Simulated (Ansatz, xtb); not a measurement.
# Relative energy of two isomers of C5H6BClO

Structure I is `C=COBC#CCCl`, a singlet and structure II is `Bc1occ(C)c1Cl`, a singlet. Both are isolated molecules in the gas phase, relaxed with PBE-D3(BJ)/def2-SVP; the shapes shown needn't be the lowest conformers.

I (Å):

```xyz
14

C    -1.8817   -2.3593    0.4300
C    -1.0795   -1.4235   -0.0979
C     0.6826    0.6388   -1.2605
C     1.8684    0.4675   -1.5528
C     3.2528    0.2129   -1.8768
B    -0.7857    0.8467   -0.8974
Cl    3.7583   -1.4935   -1.4890
O    -1.5466   -0.1577   -0.3598
H    -1.4876   -3.3644    0.6310
H    -2.9329   -2.1380    0.6666
H    -0.0181   -1.5979   -0.3521
H    -1.3506    1.9083   -1.0661
H     3.9276    0.8848   -1.3086
H     3.4464    0.3671   -2.9578
```

II (Å):

```xyz
14

C    -0.8505   -0.3583    0.9656
C     1.2656   -0.8687    0.5126
C     0.6573   -0.8150   -0.7332
C     1.2531   -1.0417   -2.0841
C    -0.6969   -0.4871   -0.4266
B    -2.0220   -0.0317    1.8636
Cl   -1.9281   -0.2872   -1.6067
O     0.4099   -0.6071    1.5123
H    -1.8709    0.0146    3.0671
H    -3.1057    0.1799    1.3597
H     2.3019   -1.0841    0.8017
H     2.3326   -1.2752   -2.0178
H     1.1301   -0.1462   -2.7272
H     0.7481   -1.8811   -2.6052
```

**Question.** Estimate E(II) − E(I) at the level CCSD(T)/def2-SVP + ΔMP2/def2-TZVPP.

**Answer.** Calculated at CCSD(T)/def2-SVP + ΔMP2/def2-TZVPP: E(II) − E(I) = −4.2 kcal/mol, so structure II lies lower.

How the difference moves with the method:

```
                             level             geometry  E(II) − E(I) (kcal/mol)  departure from the last row (kcal/mol)  job, with rough time for the two
                          GFN2-xTB             GFN2-xTB                     −30.3                                   −26.1               optimisation, 0.2 s
                         HF/STO-3G             GFN2-xTB                     −21.2                                   −17.0              single point, 0.49 s
                r2SCAN-D4/def2-SVP             GFN2-xTB                     −14.1                                    −9.9               single point, 4.2 s
               PBE-D3(BJ)/def2-SVP  PBE-D3(BJ)/def2-SVP                     −15.2                                   −11.0                optimisation, 44 s
                       HF/def2-SVP  PBE-D3(BJ)/def2-SVP                      +2.0                                    +6.2           part of the CCSD(T) run
                      MP2/def2-SVP  PBE-D3(BJ)/def2-SVP                     −10.2                                    −6.0           part of the CCSD(T) run
                  CCSD(T)/def2-SVP  PBE-D3(BJ)/def2-SVP                      −6.1                                    −1.9                      single point
CCSD(T)/def2-SVP + ΔMP2/def2-TZVPP  PBE-D3(BJ)/def2-SVP                      −4.2                                                     single point, 1.7 min
```

As drawn, II has 2 C∷O, 3 C∷C, 1 B–H in place of 1 C=C, 1 C–O, 1 B–O, 1 C≡C, 1 C–H (∷ is an aromatic bond). Structure I has no ring, II a 5-membered ring (with an aromatic ring).

HF/def2-SVP puts the two in the other order. The largest departure from CCSD(T)/def2-SVP + ΔMP2/def2-TZVPP is that of GFN2-xTB, 26.1 kcal/mol. The last row adds to CCSD(T) the change of the MP2 difference between the two basis sets, here +1.9 kcal/mol.

With thermal terms from frequencies at re-optimised GFN2-xTB minima (ideal gas, soft modes damped towards free rotors, one conformer each, 298.15 K, 1 atm): the zero-point term adds +0.8 kcal/mol; ΔH is −4.1 and ΔG −1.8 kcal/mol.

The correlated steps freeze 12 core orbitals. Programs: Ansatz 0.2.0, xtb 6.7.1; the last row on 4 threads of Arm Neoverse V1 on a shared host.
